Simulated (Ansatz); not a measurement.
```xyz
9

N    -0.4794    0.9686    1.8799
C    -0.1519    0.6616    0.7136
O    -0.1487   -0.7126    0.4018
S     0.3306    1.5014   -0.7289
Al    0.3840   -0.6657   -1.4915
H    -0.4624    1.9697    2.0371
H    -0.4291   -1.2504    1.1557
H     1.8111   -1.3349   -1.6136
H    -0.8542   -1.1376   -2.3541
```

The species carries charge 0 and has multiplicity 1. The bonds changed during the relaxation, so this is another structure than the one it started from.

(1) List the r2SCAN/def2-TZVPP orbital energies in eV (Ansatz). (An estimate is asked.)

Results:

(1) The calculation gave: Occupied: -2409.17, -1517.31, -518.75, -385.42, -277.12, -213.62, -157.72, -157.56, -157.52, -110.76, -71.07, -70.94, -70.84, -30.00, -24.36, -20.22, -16.70, -15.17, -12.51, -12.15, -11.77, -9.49, -8.62, -8.04, -7.54, -7.36, -6.43. Lowest empty: -1.02, -0.90, -0.21, 0.21, 1.13, 1.78, 2.27, 2.47.
